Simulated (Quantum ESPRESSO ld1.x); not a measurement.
Tl2+, configuration [Xe] 4f14 5d10 6s1. Calculated with ld1.x of Quantum ESPRESSO 7.5: Dirac Kohn-Sham, PBE, spin-unpolarised, spherical densities, point nucleus; speed of light set to 274.072 atomic units (2 times the physical value, a model run).

Radial electron density D(r) = 4 pi r^2 rho(r):

| r (bohr) | D(r) (e/bohr) |
|---|---|
| 0.002657 | 26.04 |
| 0.003143 | 33.18 |
| 0.003689 | 41.24 |
| 0.004329 | 50.50 |
| 0.005121 | 61.28 |
| 0.006009 | 72.14 |
| 0.007052 | 82.93 |
| 0.008276 | 92.79 |
| 0.009789 | 101.0 |
| 0.01149 | 105.9 |
| 0.01348 | 107.2 |
| 0.01582 | 105.4 |
| 0.01871 | 101.4 |
| 0.02196 | 98.17 |
| 0.02577 | 98.57 |
| 0.03024 | 104.9 |
| 0.03578 | 117.8 |
| 0.04198 | 132.9 |
| 0.04927 | 144.8 |
| 0.05828 | 147.6 |
| 0.0684 | 139.9 |
| 0.08026 | 127.8 |
| 0.09419 | 120.9 |
| 0.1114 | 125.6 |
| 0.1308 | 136.0 |
| 0.1534 | 138.1 |
| 0.1801 | 123.2 |
| 0.213 | 97.25 |
| 0.25 | 81.53 |
| 0.2933 | 83.77 |
| 0.347 | 93.43 |
| 0.4072 | 90.95 |
| 0.4779 | 72.28 |
| 0.5608 | 48.44 |
| 0.6634 | 31.35 |
| 0.7785 | 25.15 |
| 0.9135 | 23.18 |
| 1.072 | 20.19 |
| 1.268 | 14.99 |
| 1.488 | 9.780 |
| 1.746 | 5.733 |
| 2.049 | 3.126 |
| 2.424 | 1.559 |
| 2.845 | 0.7507 |
| 3.339 | 0.3260 |
| 3.949 | 0.1144 |
| 4.635 | 0.03341 |
| 5.439 | 0.007211 |
| 6.382 | 0.001077 |

D(r) has 4 maxima, at r = 0.0133, 0.0556, 0.145, 0.367 bohr, and minima at 0.0236, 0.0957, 0.264 bohr, inside which lie 1.95, 11.30, 30.44 electrons.
